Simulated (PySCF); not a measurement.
Molfile (atoms numbered from 1):
```
C7H10O
     RDKit          3D

 18 18  0  0  0  0  0  0  0  0999 V2000
    2.4205    0.0423    0.1727 C   0  0  0  0  0  0  0  0  0  0  0  0
    1.1446   -0.6422   -0.2989 C   0  0  0  0  0  0  0  0  0  0  0  0
   -0.0910   -0.1909    0.4952 C   0  0  2  0  0  0  0  0  0  0  0  0
   -1.3558   -0.9754    0.1169 C   0  0  0  0  0  0  0  0  0  0  0  0
   -2.2900    0.0520   -0.4280 C   0  0  0  0  0  0  0  0  0  0  0  0
   -1.7813    1.2815   -0.3921 C   0  0  0  0  0  0  0  0  0  0  0  0
   -0.4362    1.2677    0.1969 C   0  0  0  0  0  0  0  0  0  0  0  0
    0.2671    2.2244    0.4166 O   0  0  0  0  0  0  0  0  0  0  0  0
    2.6288   -0.2127    1.2096 H   0  0  0  0  0  0  0  0  0  0  0  0
    3.2633   -0.2739   -0.4374 H   0  0  0  0  0  0  0  0  0  0  0  0
    2.3214    1.1216    0.0993 H   0  0  0  0  0  0  0  0  0  0  0  0
    1.2508   -1.7250   -0.1877 H   0  0  0  0  0  0  0  0  0  0  0  0
    0.9818   -0.4269   -1.3580 H   0  0  0  0  0  0  0  0  0  0  0  0
    0.1345   -0.2836    1.5611 H   0  0  0  0  0  0  0  0  0  0  0  0
   -1.1514   -1.7424   -0.6340 H   0  0  0  0  0  0  0  0  0  0  0  0
   -1.8011   -1.4785    0.9781 H   0  0  0  0  0  0  0  0  0  0  0  0
   -3.2643   -0.2220   -0.7985 H   0  0  0  0  0  0  0  0  0  0  0  0
   -2.2506    2.1905   -0.7233 H   0  0  0  0  0  0  0  0  0  0  0  0
  1  2  1  0
  2  3  1  0
  3  4  1  0
  4  5  1  0
  5  6  2  0
  6  7  1  0
  7  8  2  0
  7  3  1  0
  1  9  1  0
  1 10  1  0
  1 11  1  0
  2 12  1  0
  2 13  1  0
  3 14  1  1
  4 15  1  0
  4 16  1  0
  5 17  1  0
  6 18  1  0
M  END
```

Geometry: GFN2-xTB; GIAO shifts from PySCF 2.14.0 with density-fitted response routines, gas phase, non-relativistic, averaged over equivalent atoms.

At PBE0/MINI (50 basis functions, 11 s wall time on 1 thread of an Arm Neoverse V1, shared host):
```tsv
atoms	δ (ppm)
C7	138.1
C5	137.6
C6	118.4
C4	42.5
C3	38.4
C2	30.9
C1	19.7
O8	813.8
H17	8.19
H18	7.59
H16	3.24
H14	2.72
H15	2.52
H12	1.79
H9/H10/H11	1.16
H13	1.05
```

Chemical shifts δ = σref − σ; $^{13}$C (σ = 226.73 ppm) and $^{1}$H (σ = 30.72 ppm) vs TMS; $^{17}$O (σ = 376.35 ppm) against H2O, all at this level.

**Question.** Estimate the result of repeating the calculation with PBE0/3-21G.

**Answer.** 
```csv
atoms,δ at PBE0/3-21G,change
C7,187.3,+49.2
C5,146.4,+8.8
C6,121.6,+3.2
C4,37.2,-5.3
C3,42.7,+4.3
C2,28.1,-2.8
C1,13.2,-6.5
O8,563.2,-250.6
H17,7.61,-0.58
H18,6.23,-1.36
H16,3.13,-0.11
H14,2.30,-0.42
H15,2.35,-0.17
H12,1.88,+0.09
H9/H10/H11,1.52,+0.36
H13,1.65,+0.60
```

References, each an isolated molecule treated in the same way: $^{13}$C (σ = 209.51 ppm) and $^{1}$H (σ = 33.27 ppm) against TMS; $^{17}$O (σ = 332.09 ppm) against H2O.

The largest change is at O8 (ketone oxygen). Cost: 92 basis functions, 8.7 s wall time on 1 thread of an Arm Neoverse V1, shared host. The order of the carbon signals changes between the two levels.

Unscaled 17O shifts of doubly bonded oxygen tend to come out too high, by tens of ppm or more. Experimental scales use liquid or dissolved standards, which lie at an offset from isolated H2O (liquid H2O: subtract about 36 ppm).
